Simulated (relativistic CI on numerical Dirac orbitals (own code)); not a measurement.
**How the errors of a small relativistic CI change along the 56-electron sequence**

Levels calculated with a relativistic CI code on KLI orbitals, against measured ones, in five cumulative steps: (1) Dirac-Coulomb, each configuration alone; (2) with Breit and QED terms; (3) with configuration mixing; (4) with scaled Slater integrals; (5) with a P86 correlation estimate. Each ion has its own short list of configurations; levels above 2,000 cm⁻¹ that pair in every step are counted, and ions without enough such levels are left out. The scale is 0.85 up to charge 4 and 0.9 beyond; P86 is a density functional added for each configuration.

Median relative error (%):

```csv
Ion,Ground,Levels,(1),(2),(3),(4),(5)
Ba,6s2,14,20.9,21.2,15.0,11.9,3.8
La+,5d2,8,33.2,31.3,23.1,10.0,7.8
Ce2+,4f2,34,39.7,37.2,25.5,24.9,12.2
Pr3+,4f2,40,7.4,6.3,10.4,9.5,6.6
```

Mean absolute error (cm⁻¹):

| Ion | (1) | (2) | (3) | (4) | (5) |
| --- | --- | --- | --- | --- | --- |
| Ba | 3893 | 3960 | 1596 | 1604 | 959 |
| La+ | 2663 | 2478 | 1787 | 1565 | 1147 |
| Ce2+ | 9829 | 9065 | 7491 | 8194 | 4390 |
| Pr3+ | 6215 | 5486 | 6442 | 6722 | 2750 |

In step (3), fully ab initio, the relative error is 15.0 % for Ba and 10.4 % for Pr3+, while the absolute error goes from 1596 to 6442 cm⁻¹. The relative error falls from the first to the last ion but not steadily, and the ground configuration changes on the way. The sets of levels differ from ion to ion, which blurs the trend. Mixing (step 3) lowers the mean absolute error for 3 of the 4 ions and scaling (step 4) for 1. The P86 step changes the mean absolute error by a factor of 0.6 for the first ion and 0.4 for the last.

Sources of the measured levels: Ba, NIST Handbook of Basic Atomic Spectroscopic Data (Sansonetti and Martin, J. Phys. Chem. Ref. Data 34, 1559 (2005)); La+, NIST Handbook of Basic Atomic Spectroscopic Data (Sansonetti and Martin, J. Phys. Chem. Ref. Data 34, 1559 (2005)); Ce2+, Martin, Zalubas and Hagan, Atomic Energy Levels: The Rare-Earth Elements, NSRDS-NBS 60 (1978); Pr3+, Martin, Zalubas and Hagan, Atomic Energy Levels: The Rare-Earth Elements, NSRDS-NBS 60 (1978).
